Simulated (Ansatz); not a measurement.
Reaction (substitution at a C–N bond): `CC[NH][SnH3]` + CH₃SH → `CCSC` + `[NH2][SnH3]`

Gas-phase electronic energies from Ansatz, PBE0-D4/def2-TZVP geometries. CCSD(T)/CBS is the MP2 limit (def2-TZVPP, def2-QZVPP) plus CCSD(T) − MP2 in def2-TZVPP, frozen cores. This one scheme is used for every species. Functionals use def2-TZVPP. Elements past krypton have def2 core potentials. For Sn outer-core shells are correlated without core-valence functions, which leaves a few kJ/mol of doubt a bond. One conformer a species, not always the lowest.

```json
{"level": "ωB97X-V", "ΔE (kcal/mol)": "-7.7"}
{"level": "CCSD(T)/def2-TZVPP", "ΔE (kcal/mol)": "-7.3"}
```

Task: What does CCSD(T)/CBS give? (An estimate is asked.)

Result: Computed: -7.9 kcal/mol. The listed levels differ from it by 0.2, 0.6 kcal/mol.

Largest T1 diagnostic among the species: 0.013.

Leaving LDA and LC-ωPBE aside and taking each functional with its dispersion term where it has one, the values, not all of them listed here, spread over 1.3 kcal/mol, from r2SCAN-D4 to CAM-B3LYP-D4. At CCSD(T), def2-SVP lies +4.2 kcal/mol from the extrapolated value and def2-TZVPP +0.6 kcal/mol.
